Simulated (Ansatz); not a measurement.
Stepwise reaction of `OB(F)F` with hydrogen, as a gas-phase model of exchange steps in deposition or etching. ΔE in kJ/mol; ΔG adds harmonic PBE0-D4 terms to CCSD(T)/CBS, at 1 bar.

Gas-phase electronic energies from Ansatz, PBE0-D4/def2-TZVP geometries. CCSD(T)/CBS is the MP2 limit (def2-TZVPP, def2-QZVPP) plus CCSD(T) − MP2 in def2-TZVPP, frozen cores. This one scheme is used for every species. Functionals use def2-TZVPP. B3LYP here is the variant with VWN-RPA as its local correlation; programs differ in this. Each species was taken in one conformer, which may not be the lowest.

```tsv
step	reaction	PBE-D4	B3LYP-D4	ωB97M-V	CCSD(T)/CBS	ΔG(600 K)
1	`OB(F)F` + H₂ → `OBF` + H–F	114.1	118.9	119.4	112.9	111.5
2	`OBF` + H₂ → `BO` + H–F	135.6	138.6	138.0	130.9	130.3
```

(1) By hand: ΔE of the 2 steps together at CCSD(T)/CBS.

## Answers

(1) (112.9) + (130.9) = 243.8 kJ/mol, or 121.9 kJ/mol a step.

In ΔE each step is higher than the one before. All are uphill at CCSD(T)/CBS. ΔG lies between 111.5 and 130.3 kJ/mol a step. PBE-D4 differs from CCSD(T)/CBS by 1.2 to 4.7 kJ/mol a step. Isolated molecules leave out the surface, adducts and barriers. Largest T1 diagnostic: 0.014.
